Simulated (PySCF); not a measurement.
C3H7BFN. Atoms are numbered in the order given.

```xyz
13

C      1.3392    -1.3646     0.0000
C      0.1251    -0.7881     0.0000
C     -1.1423    -1.6087     0.0000
B      0.0263     0.7779     0.0000
N     -1.1964     1.4625     0.0000
F      1.1558     1.5157     0.0000
H      2.2509    -0.7604     0.0000
H      1.4680    -2.4536     0.0000
H     -1.7637    -1.3837     0.8851
H     -1.7637    -1.3837    -0.8851
H     -0.9385    -2.6907     0.0000
H     -2.0945     0.9980     0.0000
H     -1.2497     2.4743     0.0000
```
Charge 0, spin multiplicity 1.

Coordinates come from a B3LYP-D3(BJ)/def2-SVP optimisation. The structure was generated by enumeration, and PubChem lists no compound with its InChIKey, so it may never have been made. One conformer was computed; it need not be the lowest.

Method: PBE/pcSseg-1 run with PySCF.

GIAO shieldings, no solvent; atoms listed in one row are averaged. δ = σ(ref) − σ: ¹³C against TMS (σ = 182.0 ppm); ¹¹B against BF3 (σ = 83.9 ppm); ¹⁵N against NH3 (σ = 267.0 ppm); ¹⁹F against CFCl3 (σ = 133.6 ppm); ¹H against TMS (σ = 31.49 ppm), references at their B3LYP-D3(BJ)/def2-TZVP geometries, non-relativistic.

| nucleus | atoms | count | δ (ppm) |
|---|---|---|---|
| ¹³C | C2 | 1 | 147.6 |
| ¹³C | C1 | 1 | 138.0 |
| ¹³C | C3 | 1 | 26.5 |
| ¹¹B | B4 | 1 | 15.0 |
| ¹⁵N | N5 | 1 | 85.4 |
| ¹⁹F | F6 | 1 | -153.1 |
| ¹H | H7 | 1 | 6.40 |
| ¹H | H8 | 1 | 6.16 |
| ¹H | H12 | 1 | 3.25 |
| ¹H | H13 | 1 | 3.15 |
| ¹H | H9, H10, H11 | 3 | 2.12 |
